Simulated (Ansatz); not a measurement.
A nudged elastic band was laid between two geometries of AlCl₂H₂N (6 atoms, charge 0, multiplicity 1).

The calculation used RKS PBE-D4/def2-SVP in Ansatz.

| Item | Value |
| --- | --- |
| movable images | 5 |
| climbing image | yes |
| spring | 5.0 eV/Å² |
| optimiser | quadratic models (default) |
| start path | IDPP |
| force threshold | 0.05 eV/Å |
| iteration limit | 60 |
| end points | relaxed |

Initial state:

```xyz
6
Properties=species:S:1:pos:R:3
N -0.152 1.013 -0.091
Al 0.118 -0.725 0.050
Cl 1.587 -1.457 1.368
Cl -1.030 -2.063 -1.099
H 0.364 1.724 0.432
H -0.844 1.445 -0.706
```

Final state:

```xyz
6
Properties=species:S:1:pos:R:3
N -0.154 1.013 -0.090
Al 0.122 -0.725 0.048
Cl 1.592 -1.458 1.363
Cl -1.031 -2.064 -1.096
H -0.852 1.444 -0.700
H 0.365 1.725 0.428
```

What changes between the two ends?

No bond is made or broken. The height of N1 over the plane of its neighbours goes from 0.00 to 0.00 Å. The two ends are copies of one structure, up to a mirror image or an exchange of like atoms.

Give the energies along the band, and the barrier.

The forces met the threshold. The highest image is number 3 of 0 to 6, 7.8 kcal/mol above the ends, which have the same energy within 2 meV. A vibrational analysis at the climbing image gives 2 clearly imaginary modes (369i, 181i cm⁻¹): a point of higher order, so a lower path passes nearby.

```tsv
image	path coordinate (Å)	energy (kcal/mol)	height of N1 over the plane of its neighbours (Å)
0	0.00	0.0	0.00
1	0.56	1.9	0.00
2	1.12	5.8	0.00
3	1.68	7.8	0.00
4	2.24	5.8	0.00
5	2.80	1.9	0.00
6	3.36	0.0	0.00
```

What is the geometry of the highest image?


```xyz
6
Properties=species:S:1:pos:R:3:forces:R:3
N -0.191 1.038 -0.117 0.00 0.00 0.00
Al 0.136 -0.698 0.065 0.00 0.00 0.00
Cl 1.985 -1.443 0.751 0.00 0.00 0.00
Cl -1.292 -2.180 -0.390 0.00 0.00 0.00
H -0.579 1.639 0.611 0.00 0.00 0.00
H -0.017 1.580 -0.965 0.00 0.00 0.00
```

Run time: 39 s on 1 thread of Intel(R) Xeon(R) Platinum 8488C (Sapphire Rapids), with other jobs on the host, peak memory 0.16 GiB.
